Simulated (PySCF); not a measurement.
C₇H₈ClF.
Cartesian coordinates in Å at the PBE0-D3(BJ)/def2-SVP level; atoms count from 1:
```
atom  x, y, z in Å
F1    -0.7687   -1.2907   -0.4160
C2     0.4524   -0.7663   -0.1189
C3     0.6899    0.6401   -0.6243
C4     1.7218    1.1265    0.0759
C5     2.1544    0.0457    1.0482
C6     0.8044   -0.6150    1.3626
C7     2.8156   -1.0542    0.1688
Cl8    3.6089   -2.2989    1.1981
C9     1.6284   -1.6331   -0.6265
H10    0.1686    1.0810   -1.4755
H11    2.2428    2.0728   -0.0783
H12    2.7839    0.3604    1.8891
H13    0.8993   -1.5758    1.8895
H14    0.1110    0.0530    1.8910
H15    3.6143   -0.6518   -0.4656
H16    1.4547   -2.6863   -0.3674
H17    1.7633   -1.5592   -1.7139
```

Theory: PySCF, TDDFT wB97X-D/def2-SVPD, vertical, gas phase, core orbitals frozen in the response.

Kohn–Sham orbitals with the atoms that hold most of them (Löwdin shares over 4%, at most four atoms; ? is withheld):

```
orbital  ε (eV)                           atoms
 LUMO+2    2.46   Cl8 47%, C7 16%, C4 6%, C9 5%
 LUMO+1    2.19  Cl8 18%, C4 16%, H11 8%, C7 8%
   LUMO    1.28                               ?
   HOMO   -9.41                               ?
 HOMO-1  -10.37  Cl8 66%, C7 10%, C9 6%, H15 4%
 HOMO-2  -10.57    Cl8 64%, C7 8%, C5 7%, C4 7%
 HOMO-3  -11.02  C6 16%, F1 15%, C2 13%, C5 10%
```

Question: Which atoms hold the LUMO, and with what shares?

Answer: C3 (bonded to 2 C and H) 30%; C4 (bonded to 2 C and H) 26%; Cl8 (bonded to C) 11%; C7 (bonded to 2 C, Cl and H) 6%. By element: carbon 62% or more, chlorine 11%.

Question: Which atoms hold the HOMO, and with what shares?

Answer: C4 (bonded to 2 C and H) 29%; C3 (bonded to 2 C and H) 28%; Cl8 (bonded to C) 9%; C9 (bonded to 2 C and 2 H) 5%. By element: carbon 62% or more, chlorine 9%.

Question: The HOMO–LUMO gap is 10.70 eV. Where does the response calculation put the lowest singlet, and from which orbitals?

Answer: S1 is at 6.52 eV (f = 0.110), 4.18 eV below the gap, made of HOMO→LUMO (94%). Without the coupling terms of the response equations the lowest excitation would equal the gap.

Next come S2 at 7.16 eV (f 0.0035), HOMO-1→LUMO (59%), HOMO-1→LUMO+2 (12%), HOMO-1→LUMO+1 (11%); S3 at 7.21 eV (f 0.034), HOMO→LUMO+1 (33%), HOMO-2→LUMO (32%), HOMO-2→LUMO+2 (8%); S4 at 7.43 eV (f 0.0046), HOMO-3→LUMO (67%); S5 at 7.53 eV (f 0.033), HOMO→LUMO+1 (52%), HOMO-2→LUMO (14%).
